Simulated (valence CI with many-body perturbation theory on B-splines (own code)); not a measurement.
## Ta²⁺: calculated level list

Method: valence CI with perturbative core correlation (CI+MBPT): three valence electrons over a frozen Dirac-Fock core [Xe] 4f14, a basis of 7 s, 7 p, 8 d, 6 f, 4 g, 1 h functions for each j, with the one-electron correlation potential Σ1 (screened to all orders), the two-electron term Σ2, the three-electron term Σ3, Breit, model QED; selected single and double excitations, second order for the rest, scaled by the run's own slope (own B-spline code, finite nucleus).

No measured levels were compared; by estimate terms of the open shell hold to 2 to 4 % of their energy, and close levels can change places; different configurations can be misplaced against each other by 1,000 to 8,000 cm⁻¹.

Levels 181 to 225 of 240, with energies above the lowest level, 5d³ ⁴F_3/2. "Leading %" is the weight of the configuration and term that name the level; weights of strongly mixed levels are sums over their largest components and can fall short. In the jj column 3d3/2^4 stands for four electrons in 3d with j = 3/2. Lifetimes count E1, E2, E3, M1 and M2 decay at the calculated energies, and are blank where another channel may lead or the interval is too uncertain; long ones can be off by a factor of two.

| No. | Configuration | Term | J | E (cm⁻¹) | Leading % | Second component | Leading jj | Lifetime |
| --- | --- | --- | --- | --- | --- | --- | --- | --- |
| 181 | 5d²6d | ²P | 1/2 | 128572 | 59 | 20 % 5d²6d ⁴D | 5d5/2^2 6d5/2 (51 %) | 989 ps |
| 182 | 5d²5f | ⁴F° | 7/2 | 129081 | 15 | 15 % 5d²5f ⁴G° | 5d3/2^2 5f7/2 (58 %) | 845 ps |
| 183 | 5d²6d | ²F | 7/2 | 129082 | 46 | 10 % 5d6p² ²G | 5d5/2^2 6d3/2 (36 %) | 951 ps |
| 184 | 5d²7p | ⁴G° | 9/2 | 129085 | 67 | 9 % 5d²5f ⁴H° | 5d3/2 5d5/2 7p3/2 (58 %) | 2.11 ns |
| 185 | 5d²5f | ⁴H° | 9/2 | 129266 | 24 | 18 % 5d²7p ⁴G° | 5d3/2^2 5f7/2 (46 %) | 1.13 ns |
| 186 | 5d²7p | ⁴D° | 5/2 | 129330 | 42 | 28 % 5d²7p ²F° | 5d3/2 5d5/2 7p3/2 (87 %) | 2.74 ns |
| 187 | 5d²7p | ²D° | 3/2 | 129418 | 26 | 25 % 5d²7p ⁴D° | 5d3/2 5d5/2 7p3/2 (56 %) | 1.57 ns |
| 188 | 5d²5f | ⁴I° | 11/2 | 129450 | 45 | 23 % 5d²5f ²I° | 5d3/2^2 5f7/2 (80 %) | 1.22 ns |
| 189 | 5d²7p | ⁴F° | 7/2 | 129472 | 38 | 27 % 5d²7p ²G° | 5d3/2 5d5/2 7p3/2 (79 %) | 1.87 ns |
| 190 | 5d²5f | ²P° | 1/2 | 129510 | 35 | 26 % 5d²5f ⁴D° | 5d3/2^2 5f5/2 (89 %) | 697 ps |
| 191 | 5d6p² | ²P | 3/2 | 129726 | 28 | 21 % 5d6p² ⁴F | 5d3/2 6p1/2 6p3/2 (66 %) | 337 ps |
| 192 | 5d²6d | ⁴F | 9/2 | 129897 | 60 | 28 % 5d²6d ²G | 5d5/2^2 6d5/2 (66 %) | 881 ps |
| 193 | 5d²6d | ⁴D | 7/2 | 129931 | 32 | 25 % 5d²6d ²G | 5d5/2^2 6d5/2 (37 %) | 958 ps |
| 194 | 5d²5f | ⁴D° | 5/2 | 129948 | 28 | 22 % 5d²5f ⁴F° | 5d3/2^2 5f7/2 (76 %) | 517 ps |
| 195 | 5d²6d | ⁴P | 1/2 | 130009 | 57 | 21 % 5d²6d ²P | 5d5/2^2 6d3/2 (51 %) | 867 ps |
| 196 | 5d²5f | ⁴D° | 3/2 | 130079 | 19 | 16 % 5d²7p ⁴D° | 5d3/2^2 5f7/2 (44 %) | 598 ps |
| 197 | 5d²6d | ²D | 5/2 | 130270 | 22 | 17 % 5d²6d ⁴P | 5d5/2^2 6d5/2 (34 %) | 838 ps |
| 198 | 5d²6d | ⁴P | 3/2 | 130290 | 28 | 16 % 5d²6d ²D | 5d5/2^2 6d3/2 (38 %) | 825 ps |
| 199 | 5d²5f | ⁴G° | 5/2 | 130449 | 52 | 18 % 5d²5f ²F° | 5d3/2^2 5f5/2 (76 %) | 360 ps |
| 200 | 5d²6d | ²G | 7/2 | 130463 | 43 | 19 % 5d²6d ⁴D | 5d5/2^2 6d5/2 (48 %) | 957 ps |
| 201 | 5d²6d | ²H | 9/2 | 130508 | 46 | 31 % 5d²6d ²G | 5d3/2 5d5/2 6d3/2 (49 %) | 803 ps |
| 202 | 5d²6d | ²D | 5/2 | 130682 | 56 | 27 % 5d²6d ²F | 5d5/2^2 6d3/2 (30 %) | 982 ps |
| 203 | 5d²5f | ⁴F° | 3/2 | 130702 | 24 | 18 % 5d²5f ²D° | 5d3/2^2 5f5/2 (62 %) | 457 ps |
| 204 | 5d6p² | ⁴F | 5/2 | 130733 | 35 | 16 % 5d6p² ²F | 5d3/2 6p1/2 6p3/2 (26 %) | 465 ps |
| 205 | 5d²7p | ⁴F° | 9/2 | 130749 | 41 | 28 % 5d²7p ²G° | 5d5/2^2 7p1/2 (42 %) | 3.81 ns |
| 206 | 5d²7p | ⁴D° | 7/2 | 130855 | 39 | 20 % 5d²7p ²F° | 5d5/2^2 7p1/2 (48 %) | 1.82 ns |
| 207 | 5d²6d | ²I | 11/2 | 130871 | 82 | 14 % 5d²6d ²H | 5d3/2 5d5/2 6d3/2 (34 %) | 848 ps |
| 208 | 5d6p² | ²G | 7/2 | 131043 | 15 | 14 % 5d6p² ⁴F | 5d3/2 6p1/2 6p3/2 (40 %) | 565 ps |
| 209 | 5d²6d | ²P | 3/2 | 131195 | 27 | 16 % 5d²6d ⁴P | 5d5/2^2 6d5/2 (39 %) | 914 ps |
| 210 | 5d²6d | ²I | 13/2 | 131639 | 94 |  | 5d3/2 5d5/2 6d5/2 (60 %) | 925 ps |
| 211 | 5d6p² | ⁴D | 1/2 | 131653 | 32 | 26 % 5d6p² ²P | 5d3/2 6p1/2 6p3/2 (68 %) | 306 ps |
| 212 | 5d²6d | ²H | 11/2 | 131849 | 84 | 10 % 5d²6d ²I | 5d3/2 5d5/2 6d5/2 (41 %) | 856 ps |
| 213 | 5d²6d | ²F | 5/2 | 132404 | 34 | 15 % 5d²6d ²D | 5d5/2^2 6d3/2 (27 %) | 1.02 ns |
| 214 | 5d²6d | ²G | 9/2 | 132494 | 45 | 43 % 5d²6d ²H | 5d5/2^2 6d5/2 (55 %) | 954 ps |
| 215 | 5d²7p | ²F° | 5/2 | 132732 | 43 | 21 % 5d²7p ²D° | 5d3/2 5d5/2 7p1/2 (60 %) | 2.87 ns |
| 216 | 5d²6d | ²D | 3/2 | 132749 | 32 | 19 % 5d6p² ²D | 5d3/2 6p1/2 6p3/2 (31 %) | 715 ps |
| 217 | 5d²7p | ⁴G° | 11/2 | 132818 | 66 | 13 % 5d²5f ⁴H° | 5d5/2^2 7p3/2 (41 %) | 3.46 ns |
| 218 | 5d²7p | ²P° | 3/2 | 132866 | 28 | 16 % 5d²7p ²D° | 5d3/2 5d5/2 7p1/2 (48 %) | 1.31 ns |
| 219 | 5d²5f | ²G° | 9/2 | 132904 | 38 | 24 % 5d²5f ⁴H° | 5d3/2 5d5/2 5f5/2 (84 %) | 975 ps |
| 220 | 5d²7p | ²F° | 7/2 | 132955 | 28 | 20 % 5d²7p ⁴D° | 5d5/2^2 7p3/2 (32 %) | 1.63 ns |
| 221 | 5d²5f | ⁴I° | 13/2 | 133138 | 64 | 22 % 5d²5f ⁴H° | 5d3/2 5d5/2 5f7/2 (94 %) | 3.95 ns |
| 222 | 5d6s7s | ⁴D | 1/2 | 133180 | 86 |  | 5d3/2 6s 7s (86 %) | 682 ps |
| 223 | 5d²6d | ²F | 7/2 | 133194 | 78 | 6 % 5d6p² ²F | 5d3/2 5d5/2 6d5/2 (36 %) | 1.13 ns |
| 224 | 5d²5f | ⁴H° | 11/2 | 133281 | 42 | 26 % 5d²7p ⁴G° | 5d3/2 5d5/2 5f7/2 (51 %) | 1.77 ns |
| 225 | 5d²7p | ²G° | 9/2 | 133466 | 43 | 34 % 5d²7p ⁴F° | 5d5/2^2 7p3/2 (46 %) | 2.20 ns |

Names give the largest LS component (configuration and term), which can be under half, so a name can repeat, a term be missing and a line seem to break the LS rules; names also repeat where a configuration has a term twice.

Where two levels of one J and parity lie close, their mixing, g and order are uncertain.
